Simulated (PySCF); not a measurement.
BFHI, SMILES IBF. Atoms are numbered in the order given.

```xyz
4

B     -0.5645     1.4701     0.0000
F      0.3654     2.4091     0.0000
H     -1.7259     1.7617     0.0000
I      0.0238    -0.5810     0.0000
```
Charge 0, spin multiplicity 1.

The structure is a stationary point at PBE-D3(BJ)/def2-TZVP. The def2 effective core potentials stand for the cores of I; spin–orbit coupling is left out.

Level of theory: PBE/def2-TZVPD (PySCF).

Mulliken values depend strongly on the basis, most of all with diffuse functions as here. ESP charges are fitted to the potential on shells at 1.4 to 2.0 van der Waals radii. Atomic charges (e):

```csv
atom,Mulliken,ESP fit
B1,0.21,0.19
F2,-0.18,-0.12
H3,0.02,-0.01
I4,-0.05,-0.06
```
